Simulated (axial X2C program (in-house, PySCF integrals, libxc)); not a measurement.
**BeP⁺: bond constants with and without spin–orbit coupling**

All values were computed with an axial X2C code built on PySCF integrals. Spin-free means the one-electron spin-free X2C Hamiltonian; two-component (2c) means X2C with spin–orbit coupling and atomic mean-field two-electron Coulomb and Gaunt terms, so the difference of the two also holds small scalar two-electron terms. Basis: P dyall-v3z [8s7p2d1f], Be dyall-cv3z [8s8p3d1f] (cores contracted in-house); Gaussian nuclei, density fitting, unrestricted open shells. Masses: P 30.974 u, Be 9.012 u.

Input file and command:
```json
{"zs": [15, 4], "q": 1, "bas": ["dyall-v3z", "dyall-cv3z"], "levels": ["PBE0", "HF", "PBE"], "cc": true, "r0": 1.92, "thr": -2.0, "nmax": 90, "npts": 10, "nst": 2, "ntry": 6}
```
```bash
python so2c.py task.json out
```

Keys: zs atomic numbers; q charge; bas basis sets; levels methods; cc coupled cluster on or off; r0 starting distance in Å; thr threshold in hartree for freezing inner shells (an s shell follows its p shell); nmax most natural virtual spinors; npts points on the curve; nst determinants followed; ntry starts of the search. HF also brings MP2.

State, spin-free: M_S = 1, Λ = 0 (beyond evenly filled blocks: π+α, π-α); electrons by block: σα: 6, σβ: 6, π+α: 2, π+β: 1, π-α: 2, π-β: 1. Fragments: P + Be+.

State, 2c: Ω = 1 (⟨Sz⟩ = 1.00, ⟨Lz⟩ = 0.00 at PBE0); electrons by block: 1/2: 7, -1/2: 8, 3/2: 2, -3/2: 1. Fragments: P + Be+.

| Hamiltonian | level | Re (Å) | ωe (cm⁻¹) | Be (cm⁻¹) | αe (cm⁻¹) | De (eV) | k (mdyn/Å) | μ (D) |
| --- | --- | --- | --- | --- | --- | --- | --- | --- |
| 2c | PBE0 | 2.014 | 660.1 | 0.5954 | 0.00716 | 2.66 | 1.79 | 6.53 |
| 2c | PBE | 2.028 | 644.0 | 0.5869 | 0.00688 | 2.84 | 1.71 | 6.11 |

Spin-free values that have a 2c row agree with it to the digits that matter (0.001 Å, 0.01 eV) and are not repeated.

Dipoles are positive if Be is the positive end and refer to the centre of mass.

Occupations by symmetry block were frozen at the best pattern of an incomplete PBE0 search. De is counted from the lowest determinant-based energies of the atoms at the same level, without counterpoise correction. Density functionals use the spin component along the axis (collinear). Other states lie close and PBE0, whose exact exchange favours high spin, may order them wrongly; the determinant shown need not be the ground state. The nearest other 2c determinant of the search, Ω = 0, lies 0.93 eV up at the distance of the search. With several unpaired electrons one determinant need not be a pure state. Open-shell Ω = 0 determinants with evenly filled partner blocks cannot be reached by this program, so the Ω shown need not be the lowest component. This is the Ω = 1 component of a π² triplet; the 0⁺ component is not one determinant and can lie lowest.

No reliable constants came from CCSD (2c), CCSD (spin-free), CCSD(T) (2c), CCSD(T) (spin-free), HF (2c), HF (spin-free), MP2 (2c), MP2 (spin-free): no minimum in range, unconverged points, a curve that is not smooth, a change of character along it, or the two Hamiltonians disagreeing along it.

Rough cost a point (2c) on 1 thread(s) of a shared host, integrals apart: PBE0 0.19 s, PBE 0.15 s.

The whole task took 36 s on 1 thread of Arm Neoverse V1, with other jobs on the host.
